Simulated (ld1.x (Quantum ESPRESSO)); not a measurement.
## Before and after: RRKJ potential for Ag (Z = 47)

- Element: silver (Ag)
- Generator: ld1.x (Quantum ESPRESSO) 7.5
- Type: norm-conserving RRKJ (Kleinman–Bylander form)
- Functional: PBE
- Relativity: scalar-relativistic
- Frozen core: [Ar] 3d10
- Valence charge: 19
- Reference configuration: 4s2 4p6 4d8 5s0 5p0 (charge +3)
- Partial waves: 4p (bound): rc 1.45 bohr; 4d (bound): rc 1.45 bohr; 4s (bound): rc 0.95 bohr
- Local potential: the s channel
- Core correction: Bessel-smoothed model core inside 0.60 bohr
- rho0: 0.005

All-electron outer shells of the reference configuration (PBE, scalar-relativistic, ld1.x):

```json
{"shell": "3d", "level (eV)": "-398.03", "outermost node (bohr)": "–", "outermost maximum (bohr)": "0.27"}
{"shell": "4s", "level (eV)": "-133.70", "outermost node (bohr)": "0.44", "outermost maximum (bohr)": "0.82"}
{"shell": "4p", "level (eV)": "-96.84", "outermost node (bohr)": "0.44", "outermost maximum (bohr)": "0.87"}
{"shell": "4d", "level (eV)": "-43.74", "outermost node (bohr)": "0.43", "outermost maximum (bohr)": "1.01"}
{"shell": "5s", "level (eV)": "-31.44", "outermost node (bohr)": "1.08", "outermost maximum (bohr)": "2.09"}
{"shell": "5p", "level (eV)": "-23.71", "outermost node (bohr)": "1.20", "outermost maximum (bohr)": "2.43"}
```

Change: local potential all-electron potential smoothed inside 1.30 bohr (lloc = -1).

Cutoffs: the cutoffs (Ry, on a coarse ladder) from which the occupation-weighted sum of valence levels, in a spherical-Bessel basis at the reference potential, stays within 10 and 1 mRy of its value at 400 Ry; they do not see the model core or the augmentation charge, which bear on the density cutoff. Errors are all-electron minus pseudo energies relative to the spin-unpolarised reference configuration.

Problem. Predict the effect on cutoff, ghosts and configuration errors.

Solution. The potential gets neither clearly harder nor softer (140 Ry and 260 Ry → 180 Ry and 230 Ry); of the 7 tests that both files solve, the error grows in 0 and shrinks in 7 by more than 15 % and 0.3 meV (median size 61.3 → 18.1 meV); the range in which the p phases agree widens (upper end -0.7 → 1.2); neither file shows a bound ghost.

```csv
quantity,base,changed
"cutoff, loose",140 Ry,180 Ry
"cutoff, tight",260 Ry,230 Ry
loose cutoff by channel (10 mRy a level),"p 35 Ry, d 50 Ry, s 140 Ry","s 160 Ry, p 35 Ry, d 50 Ry"
bound ghosts,none,none
"error for 4s2 4p6 4d10 5s1 5p0, meV [ΔE -66.06 eV]",+93,-53
"error for 4s2 4p6 4d10 5s0 5p0, meV [ΔE -58.31 eV]",+18,+9.2
"error for 4s2 4p6 4d9 5s0 5p0, meV [ΔE -36.19 eV]",+9.0,+6.2
"error for 4s2 4p6 4d9 5s1 5p1, meV [ΔE -57.49 eV]",+190,-62
"error for 4s2 4p6 4d10 5s0.5 5p0, meV [ΔE -63.05 eV]",+61,-27
"error for 4s2 4p6 4d7 5s0 5p0, meV [ΔE 51.72 eV]",+5.3,+1.0
"error for 4s2 4p6 4d10 5s0 5p1, meV [ΔE -62.20 eV]",+62,+18
s: phases at 1.60 bohr within 0.05 rad from the reference energy up to (Ry; the scan ends near 5),-0.9,-0.5
p: phases at 1.60 bohr within 0.05 rad from the reference energy up to (Ry; the scan ends near 5),-0.7,1.2
d: phases at 1.60 bohr within 0.05 rad from the reference energy up to (Ry; the scan ends near 5),to the end of the scan,to the end of the scan
```
